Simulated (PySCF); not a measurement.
Compound: C4H4B2Cl2.
Bonds: B1–C2, C2–C3 (double), C3–C4 (double), C4–C5 (double), C2–B6, B6–Cl7, B6–Cl8. Hydrogens: H9, H10 on B1; H11, H12 on C5.

Jobs on this species (12 atoms, 72 electrons) with PySCF (density fitting). Hardware of each: Arm Neoverse V1, one thread, shared host. Other jobs ran on the host; a repeat could differ by tens of per cent or more. Peak memory is the resident size of the whole Python process, interpreter and libraries included.

Task: Rank these jobs by wall time, shortest first.
A. mPW1PW91/def2-SVPD, IEF-PCM dichloromethane, start guess sap; 3 singlets by full TDDFT, 5 Tamm–Dancoff triplets, polarisability; 206 basis functions
B. PBE0/3-21G; spin–spin couplings from 10 perturbed nuclei, spin–dipole term for 2 of them; 88 basis functions
C. HF/cc-pVDZ; 3 singlets by CIS, 2 Tamm–Dancoff triplets, polarisability; 140 basis functions
D. PBE0/pcSseg-1; shieldings, charges and field gradients; 170 basis functions

Result: C (4.5 s), B (12 s), D (21 s), A (34 s).

All jobs:

```csv
level and settings,work,basis functions,SCF cycles,wall time,peak memory
HF/cc-pVDZ,"3 singlets by CIS, 2 Tamm–Dancoff triplets, polarisability",140,12,4.5 s,0.72 GiB
PBE0/3-21G,"spin–spin couplings from 10 perturbed nuclei, spin–dipole term for 2 of them",88,14,12 s,0.61 GiB
"KT3/pcSseg-1, IEF-PCM water","shieldings, charges and field gradients",170,16,17 s,0.72 GiB
PBE0/pcSseg-1,"shieldings, charges and field gradients",170,14,21 s,0.75 GiB
PBE0/def2-SVPD,"6 singlets by full TDDFT, 2 Tamm–Dancoff triplets, polarisability",206,14,25 s,0.87 GiB
"mPW1PW91/def2-SVPD, IEF-PCM dichloromethane, start guess sap","3 singlets by full TDDFT, 5 Tamm–Dancoff triplets, polarisability",206,17,34 s,0.90 GiB
KT2/def2-SVPD,"6 singlets by TDA, 2 Tamm–Dancoff triplets, polarisability",206,17,36 s,0.65 GiB
"PBE/ANO-RCC-VDZP, energy threshold 1e-07 Eh, fitting basis def2-qzvpp-jkfit","1 singlet by TDA, 2 Tamm–Dancoff triplets, polarisability",140,10,42 s,0.48 GiB
```

Task: What do all jobs in the table cost together?

Result: About 3.2 min; the longest takes about 22 % of that, and about 9.3 times as long as the shortest.
